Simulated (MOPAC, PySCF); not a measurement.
[Hf(H)2(SH)2], neutral singlet in the gas phase. 

Z-matrix (Å, degrees):
```
Hf
H 1 1.8513
H 1 1.8547 2 109.37
S 1 2.4271 2 110.27 3 119.14
H 4 1.3753 1 84.59 2 -127.36
S 1 2.4351 2 107.38 3 -117.35
H 6 1.3676 1 92.19 2 -122.16
```
Charge 0, spin multiplicity 1.

All levels are single points at this geometry (BP86-D3(BJ)/def2-SVP); Pople sets use spherical d functions. Orbital energies aren't observables, and empty levels follow the basis.

HF/6-31G* (LANL2DZ on Hf) in PySCF gives HOMO (eV) = -10.97.

### Question
Estimate the HOMO (eV) from each of these levels: PBE-D3(BJ)/def2-TZVP in PySCF; TPSSh-D3(BJ)/def2-TZVP in PySCF; B3LYP/6-31G* (LANL2DZ on Hf) in PySCF; B3LYP/LANL2DZ in PySCF; PM6 in MOPAC.

### Answer

```tsv
level	HOMO (eV)
PBE-D3(BJ)/def2-TZVP in PySCF	-6.87
TPSSh-D3(BJ)/def2-TZVP in PySCF	-7.46
B3LYP/6-31G* (LANL2DZ on Hf) in PySCF	-7.96
B3LYP/LANL2DZ in PySCF	-8.12
PM6 in MOPAC	-10.29
```
